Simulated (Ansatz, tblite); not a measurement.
Removing and adding an electron: Mo(OSiH3)4 (Si4MoO4H12). Charge 0, multiplicity 3. Geometry: PBE-D4/def2-SVP. Ansatz, gas phase; energy differences of separate SCF runs; the oxidised species is a doublet (the quartet lies 2.40 eV higher at PBE0-D4/def2-TZVP); the reduced species is a doublet (the quartet lies 0.04 eV higher at PBE0-D4/def2-TZVP).

Cartesian coordinates in Å:
```
Mo -0.758 -0.840 -0.240
O -0.525 -0.980 -2.118
Si 0.305 -0.017 -3.258
H -0.354 1.326 -3.392
H 0.212 -0.752 -4.565
H 1.754 0.146 -2.889
O -2.286 -0.014 0.525
Si -2.613 1.573 1.058
H -2.660 2.517 -0.110
H -1.587 2.042 2.056
H -3.959 1.524 1.723
O -0.100 -2.301 0.738
Si 1.086 -2.931 1.776
H 1.740 -4.101 1.099
H 0.420 -3.375 3.047
H 2.105 -1.863 2.071
O 0.179 0.866 -0.263
Si 1.466 1.617 0.511
H 2.782 1.059 0.027
H 1.390 1.417 2.006
H 1.401 3.087 0.198
```

In the def2 sets Mo takes a core potential; there is no spin–orbit coupling. The xTB rows come from tblite.

```csv
level,−HOMO (eV),vertical IE (eV),−LUMO (eV),vertical EA (eV),HOMO–LUMO gap (eV),IE − EA (eV),remarks
GFN1-xTB,–,11.00,–,6.57,–,4.43,–
GFN2-xTB,–,10.37,–,5.57,–,4.80,–
PBE-D4/def2-TZVP,4.25,6.95,2.92,0.64,1.32,6.32,HOMO above zero (-1 doublet)
r2SCAN-D4/def2-TZVP,4.71,7.27,2.58,0.44,2.13,6.83,"HOMO above zero (-1 doublet), spin-contaminated (⟨S²⟩ 0.96) (-1 doublet)"
PBE0-D4/def2-TZVP,6.04,7.60,1.89,0.57,4.15,7.03,HOMO above zero (-1 doublet)
```

   A HOMO above zero means that the electron is unbound at that level or that self-interaction error raises the level; the energy of removing that electron tells which. HOMO and LUMO are the levels of the spin that leaves or enters (xTB has no such levels and no spin-polarisation term). Other spin states of the ions may lie lower, which would lower the ionisation energy or raise the affinity. Raw xTB energy differences between charge states are shifted by several eV; the methods need an empirical correction for them. Sets without diffuse functions give affinities that are too small.
